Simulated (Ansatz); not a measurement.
Reaction (isomerisation): `FC1CO[SiH2]1` → `C[C@H]1O[Si@H]1F`

Computed with Ansatz on PBE0-D4/def2-TZVP structures; ΔE is electronic, products minus reactants. CBS: MP2 limit from def2 TZ/QZ plus the TZ coupled-cluster correction, frozen cores. Functionals use def2-TZVPP.

CCSD(T)/CBS gives -174.3 kJ/mol.

(1) Another level gave -175.5 kJ/mol. Which?
A. CCSD(T)/def2-TZVPP
B. PBE-D4/def2-TZVPP
C. r2SCAN/def2-TZVPP
D. HF/def2-TZVPP

Largest T1 diagnostic among the species: 0.013.

## Answers

(1) C. r2SCAN -175.5, PBE-D4 -164.4, HF/def2-TZVPP -154.1, CCSD(T)/def2-TZVPP -169.8 kJ/mol.

In def2-TZVPP, CCSD(T) changes the Hartree–Fock value by −15.7 kJ/mol (the triples alone add −2.3 kJ/mol) and MP2 by −28.6 kJ/mol. From PBE to PBE0 (25 % exact exchange), in def2-TZVPP and without D4, ΔE moves by +3.8 kJ/mol.
